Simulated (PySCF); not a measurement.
## Electron correlation in Sb⁺ (antimony, charge +1)

[Kr] 4d10 5s2 5p2, high-spin 3P determinant. Calculation: PySCF 2.14, in x2c-SVPall (6s5p3d, 36 functions); scalar relativity by spin-free X2C-1e. Frozen: [Kr] 4d10; 4 electrons correlated.

MP2 pair energies summed by pair of shells (mhartree):

```json
{"pair": "5s-5p", "energy": "-20.21", "share (%)": "59.4"}
{"pair": "5s-5s", "energy": "-10.35", "share (%)": "30.4"}
{"pair": "5p-5p", "energy": "-3.45", "share (%)": "10.2"}
```

Total MP2 correlation energy: -34.01 mhartree.

Same-spin part -5.77 and opposite-spin part -28.24 mhartree; SCS-MP2 scales them by 1/3 and 6/5 to -35.81 mhartree.

```
  level  correlation energy (mhartree)
   CCSD                         -47.81
    (T)                          -0.48
CCSD(T)                         -48.29
```

Diagnostics: T1 = 0.0068, D1 = 0.0186, largest double amplitude 0.097.

Problem. Is a single reference adequate?

Solution. Mostly. T1 lies below 0.03, but a double amplitude of this size points to a near-degeneracy that CCSD handles and MP2 describes poorly.
